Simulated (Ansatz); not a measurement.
F3Sb, SMILES [F][Sb]([F])[F] (connectivity only; charge and spin as stated), charge +1, multiplicity 2.

Geometry optimised at B3LYP-D3(BJ)/def2-SVP. The spin state was assumed, not searched. The isomer is the one that the SMILES or the coordinates give; other isomers of the formula were not compared. The def2 effective core potentials stand for the cores of Sb; spin–orbit coupling is left out.

Two levels are set side by side: PBE/def2-SVPD (Ansatz, a first-principles code) and CAM-B3LYP/def2-SVPD (Ansatz). Energy differences of separate SCF runs at the same geometry; the states with an electron removed or added have multiplicity 1 and 1. Differences are taken from unrounded values.

```json
[
 {"quantity": "vertical ionisation energy (eV)", "CAM-B3LYP": "20.36", "PBE": "19.61", "PBE minus CAM-B3LYP": "-0.75"},
 {"quantity": "vertical electron affinity (eV)", "CAM-B3LYP": "12.03", "PBE": "11.52", "PBE minus CAM-B3LYP": "-0.52"}
]
```
